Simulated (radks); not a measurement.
The numbers below are computed, except where a source is named.
Initial-state core-level shifts of neutral tin when its valence configuration changes from [Kr] 4d10 5s2 5p2. Level of theory: scalar-relativistic Kohn-Sham, r2SCAN, spin-polarised, spherical densities, finite nucleus; open shells are filled with parallel spins first (spin-orbit coupling, left out, can overturn this in heavy ions); meta-GGA in the generalised Kohn-Sham scheme; Fermi nuclear charge, rms radius 4.6519 fm (a radial shooting solver on a logarithmic mesh with Libxc functionals). Shifts are changes of the shell-averaged eigenvalues in eV (positive: less bound); the change of the density at the nucleus, which sets a Mossbauer isomer shift, is in e/bohr^3, on a base of 1.965e+05.

| valence | 2s | 2p | 4s | 4p | density at nucleus |
|---|---|---|---|---|---|
| 4d9 5s2 5p3 | -8.019 | -8.015 | -6.742 | -6.435 | +19.18 |
| 4d10 5s1 5p3 | -0.945 | -0.944 | -0.998 | -0.996 | -38.11 |
| 4d9.5 5s2 5p2.5 | -3.986 | -3.984 | -3.387 | -3.237 | +9.50 |
| 4d8 5s2 5p4 | -16.720 | -16.713 | -13.830 | -13.187 | +38.23 |
| 4d10 5s0.5 5p3.5 | -2.112 | -2.111 | -2.165 | -2.159 | -56.97 |
| 4d9.5 5s1 5p3.5 | -5.292 | -5.288 | -4.724 | -4.569 | -30.89 |
| 4d9.5 5p4.5 | -7.149 | -7.146 | -6.575 | -6.411 | -72.07 |
| 4d10 5s1.5 5p2.5 | -0.526 | -0.525 | -0.546 | -0.545 | -18.64 |
| 4d8 5s1 5p5 | -18.189 | -18.181 | -15.284 | -14.628 | -7.00 |
